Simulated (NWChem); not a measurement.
System: diiodomethane (CH2I2); SMILES ICI

Results from NWChem. Coordinates come from a PBE0/def2-SVP (def2 core potentials past Kr) optimisation. No frequency run checked for a minimum.

**Question.** What does the run give for PBE0/STO-3G (all-electron, non-relativistic)? Quantities: highest occupied level (eV); orbital gap (eV); dipole (D).

**Answer.** 
```yaml
highest occupied level (eV): -5.05
orbital gap (eV): 6.97
dipole (D): 1.60
```
